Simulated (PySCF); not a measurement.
System: CH$_{2}$ClF$_{2}$Si (charge 0, doublet). It need not be the lowest isomer of its formula. SMILES: [CH2][Si](F)(F)Cl
Structure (B3LYP-D3(BJ)/def2-TZVP (Ansatz) minimum search):
```xyz
7

C     -1.9698     0.1315     0.0967
Si    -0.1631     0.2562     0.1820
F      0.3370     0.1624     1.6837
F      0.3334     1.6433    -0.4041
Cl     0.7734    -1.2212    -0.8676
H     -2.5409     0.5975    -0.6966
H     -2.5383    -0.4641     0.8001
```
Charge 0, spin multiplicity 2.

Dispersion corrections to the total energy (kcal/mol) from the dftd3 and dftd4 libraries through PySCF: D3(BJ) without and D4 with the three-body term, each with the damping fitted for the functional named.

| functional | D3(BJ) | D4 |
|---|---|---|
| r2SCAN | -0.94 | -0.91 |
| BHLYP | -5.33 | -5.10 |
| PW6B95 | -2.01 | -3.53 |
| B2PLYP | -3.15 | -2.75 |
| LC-wPBE | … | -4.45 |
| PBE | … | -3.96 |
| PBE0 | … | -3.33 |

Question: Fill in the missing entries.

Answer: 
- LC-wPBE, D3(BJ): -3.49
- PBE, D3(BJ): -3.47
- PBE0, D3(BJ): -3.10
